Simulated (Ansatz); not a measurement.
Relaxation of BGeH6NO2 (11 atoms, charge 0, multiplicity 1), to a largest force component of 0.02 eV/Å in at most 50 steps.

These are results of RKS PBE/def2-SVP (Ansatz 0.2.0), not measurements.

```xyz
11
Properties=species:S:1:pos:R:3:forces:R:3
N -1.916 0.077 0.486 -1.69 2.84 -1.24
Ge -0.300 -0.511 1.018 1.68 -0.06 1.62
B 1.030 -0.150 -0.444 3.74 0.57 -1.81
O 2.301 0.694 -0.152 -3.50 -0.97 -1.16
O 0.883 -0.738 -1.775 -0.09 1.56 2.15
H -1.846 1.153 0.254 -0.27 -2.28 0.57
H -2.160 -0.354 -0.423 -0.06 0.06 0.21
H -0.343 -2.016 1.275 -0.23 -0.46 0.15
H 0.136 0.238 2.360 -0.38 -0.28 -0.48
H 1.936 1.604 -0.346 0.67 -0.60 0.33
H 0.344 -0.055 -2.233 0.13 -0.39 -0.34
```

Task: Where does it end, and by what steps?

Result: It converged. The force dipped under the threshold on the way, but the program's further checks kept it going. After 27 steps the energy has fallen by 2.012 eV; H10 moved furthest, 1.40 Å.

```tsv
step	energy less start (eV)	largest force component (eV/Å)	accepted
0	0.0000	3.741	yes
1	-0.6554	2.545	yes
2	-0.9682	3.061	yes
3	-1.2675	2.219	yes
4	-1.5328	1.723	yes
5	-1.8727	0.722	yes
6	-1.9540	0.428	yes
7	-1.8999	0.641	no
8	-1.9938	0.136	yes
9	-2.0003	0.080	yes
10	-2.0042	0.238	yes
11	-2.0061	0.131	yes
12	-2.0071	0.026	yes
13	-2.0077	0.022	yes
14	-2.0072	0.195	no
15	-2.0087	0.034	yes
16	-2.0091	0.093	yes
17	-2.0096	0.053	yes
18	-2.0101	0.012	yes
19	-2.0106	0.029	yes
20	-2.0098	0.147	no
21	-2.0109	0.050	yes
22	-2.0110	0.047	yes
23	-2.0112	0.048	yes
24	-2.0113	0.034	yes
25	-2.0114	0.020	yes
26	-2.0115	0.010	yes
27	-2.0115	0.010	yes
```

```xyz
11
Properties=species:S:1:pos:R:3
N -2.134 -0.159 0.595
Ge -0.300 -0.242 0.988
B 0.968 0.076 -0.656
O 2.291 0.448 -0.591
O 0.411 -0.107 -1.892
H -2.399 0.814 0.388
H -2.323 -0.680 -0.273
H -0.057 -1.643 1.627
H -0.067 0.814 2.113
H 2.607 0.567 0.321
H 1.068 0.053 -2.599
```

Time of the run: 56 s on 2 threads of Arm Neoverse V2 (shared host), peak memory 0.16 GiB.
